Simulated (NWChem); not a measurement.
## One site exchanged: B, Ga, Al, In

Each species was optimised at PBE0/def2-SVP with NWChem, gas phase unless a solvent is named. This build's default masses of Se (78.918 u) and Br (79.917 u) are each other's, which moves their modes by up to 0.6 %. For some, no frequency run checked for a minimum. def2 effective core potentials on In; no spin-orbit coupling.

A: [SeH]B (BH$_{3}$Se)
B: [GaH2][SeH] (GaH3Se)
C: [AlH2][SeH] (AlH₃Se)
D: [SeH][InH2] (InH3Se)

| quantity | A (B) | B (Ga) | C (Al) | D (In) |
|---|---|---|---|---|
| Pauling electronegativity of the site (pymatgen's table) | 2.04 | 1.81 | 1.61 | 1.78 |
| electrons in the molecule | 42 | 68 | 50 | 86 |
| dipole (D), PBE0/def2-SVP | 0.80 | 0.97 | 0.88 | 1.42 |
| orbital gap (eV), PBE0/def2-SVP | 6.50 | 5.75 | 5.90 | 5.30 |
| static polarisability, PBE/def2-SVPD (bohr³) | 46.3 | 64.7 | 63.3 | 75.0 |
| lowest singlet excitation, PBE/def2-SVPD, TDA (eV) | 5.58 | 4.61 | 4.72 | 4.11 |

“Dipole (D), PBE0/def2-SVP” runs from 0.80 in A (B) to 1.42 in D (In), rising in step with the number of electrons. “Orbital gap (eV), PBE0/def2-SVP” runs from 5.30 in D (In) to 6.50 in A (B), falling in step with the number of electrons. “Static polarisability, PBE/def2-SVPD (bohr³)” runs from 46.3 in A (B) to 75.0 in D (In), rising in step with the number of electrons. “Lowest singlet excitation, PBE/def2-SVPD, TDA (eV)” runs from 4.11 in D (In) to 5.58 in A (B), falling in step with the number of electrons. The order by orbital gap (eV) is the same as the order by lowest singlet excitation.

These are trends among computed rows of three or four species; they are not measurements.
